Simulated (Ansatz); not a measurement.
Stepwise reaction of `[NH2][Nb](=[O])([Cl])[Cl]` with water, as a gas-phase model of exchange steps in deposition or etching. ΔE in kJ/mol.

Isolated molecules relaxed with PBE0-D4/def2-TZVP in Ansatz; ΔE leaves out vibrations. CCSD(T)/CBS is the MP2 limit (def2-TZVPP, def2-QZVPP) plus CCSD(T) − MP2 in def2-TZVPP, frozen cores. This one scheme is used for every species. DFT in def2-TZVPP. B3LYP here is the variant with VWN-RPA as its local correlation; programs differ in this. def2 core potentials past Kr. For Nb outer-core shells are correlated without core-valence functions, which leaves a few kJ/mol of doubt a bond. Each species was taken in one conformer, which may not be the lowest.

| step | reaction | PBE-D4 | B3LYP-D4 | ωB97M-V | CCSD(T)/CBS |
| --- | --- | --- | --- | --- | --- |
| 2 | `[NH2][Nb](=[O])([OH])[Cl]` + H₂O → `[NH2][Nb](=[O])([OH])[OH]` + HCl | 49.2 | 47.3 | 46.7 | 52.9 |

(1) Give the row of step 1, `[NH2][Nb](=[O])([Cl])[Cl]` + H₂O → `[NH2][Nb](=[O])([OH])[Cl]` + HCl. (Estimate.)

(2) By hand: ΔE of the 2 steps together at CCSD(T)/CBS.

Results:

(1) Ansatz gave: 
```
step                                                               reaction  PBE-D4  B3LYP-D4  ωB97M-V  CCSD(T)/CBS
   1  `[NH2][Nb](=[O])([Cl])[Cl]` + H₂O → `[NH2][Nb](=[O])([OH])[Cl]` + HCl    40.3      38.4     37.0         44.7
```

(2) (44.7) + (52.9) = 97.6 kJ/mol, or 48.8 kJ/mol a step.

In ΔE each step is higher than the one before. All are uphill at CCSD(T)/CBS. PBE-D4 differs from CCSD(T)/CBS by -4.4 to -3.7 kJ/mol a step. Isolated molecules leave out the surface, adducts and barriers. Largest T1 diagnostic: 0.022.
